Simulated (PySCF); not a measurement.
GdH3(H2O) at several levels of theory

Computed with PySCF 2.14.0 (density fitting, no spin-orbit coupling) at the geometry relaxed with PBE0:

```xyz
7
GdH3(H2O) (singlet in the valence; each metal's 4f electrons, 7 of them, lie in its core potential, out of spins and levels)
Gd    0.0502   -0.2447   -0.0369
H     0.4125    1.8091    0.3170
H    -0.8998   -1.3048    1.4167
H     1.4440   -1.2559   -1.1237
O    -1.2666    1.2602   -1.2588
H    -0.6726    1.8916   -0.7123
H    -1.4359    1.6544   -2.1221
```

| level | basis | state | HOMO (eV) | gap (eV) | charge on Gd1 (e) | population of f-type functions on Gd1 (polarisation alone where 4f lies in the core) | dipole about the centre of mass (D) | largest force component (eV/Å) |
| --- | --- | --- | --- | --- | --- | --- | --- | --- |
| PBE0 | Gd lcecp-1-SVP with ECP53, H def2-SVP, O def2-SVP | singlet | -6.55 | 5.37 | 0.77 | 0.03 | 4.14 | 0.02 |
| PBE0 | Gd lcecp-1-TZVP with ECP53, H def2-TZVP, O def2-TZVP | singlet | -6.59 | 5.38 | 0.97 | 0.04 | 3.99 | 0.21 |

In the lcecp rows the 4f levels are missing from HOMO and gap, and the state counts the valence alone.

Charges are Mulliken's, which hang on the basis. The relaxation used the grid (50, 194), these runs (75, 302) or, all-electron (x2c bases, spin-free X2C Hamiltonian), (99, 590).

Q: A further run in the first row's basis gives HOMO (eV) -8.99, gap (eV) 9.73, charge on Gd1 (e) 0.79, population of f-type functions on Gd1 (polarisation alone where 4f lies in the core) 0.03, dipole about the centre of mass (D) 4.32, largest force component (eV/Å) 0.15. Which level was it?
A. r2SCAN
B. wB97X

A: B. The others give HOMO -5.61 eV (r2SCAN).

In the first row's basis the gap widens with exact exchange: 4.0 eV for r2SCAN (none); 5.4 eV for PBE0 (a fixed share); 9.7 eV for wB97X (rising or full at long range).

An lcecp potential fixes the number of 4f electrons, so in runs with it no electron can move into or out of that shell.
